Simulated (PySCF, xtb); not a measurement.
CH9ClN2Si2, SMILES N[SiH2][Si@](Cl)(C)N.

Coordinates come from a r2SCAN-D4/def2-SVP optimisation. The structure was generated by enumeration; whether it is a known compound was not checked. Other conformers were not sampled.

Method: PySCF with C-PCM-B3LYP/def2-SVP.

The values are the electrostatic part of the solvation free energy, E(continuum) − E(gas) at the gas-phase geometry, in a cavity of scaled van der Waals radii (PySCF's table); cavitation and dispersion terms are not included. In vacuum the orbital gap is 6.57 eV. The dipole moment in vacuum is 3.08 D.

```json
[
 {"solvent": "water", "ε": "78.36", "ΔG(elec) (kcal/mol)": "-7.1", "dipole (D)": "4.06", "gap (eV)": "6.68"},
 {"solvent": "diethylether", "ε": "4.24", "ΔG(elec) (kcal/mol)": "-5.4", "dipole (D)": "3.78", "gap (eV)": "6.66"},
 {"solvent": "dichloromethane", "ε": "8.93", "ΔG(elec) (kcal/mol)": "-6.3", "dipole (D)": "3.93", "gap (eV)": "6.67"}
]
```

For comparison, GFN2-xTB/ALPB(water) (xtb, at the GFN2-xTB geometry, all terms of that model) gives -7.1 kcal/mol.
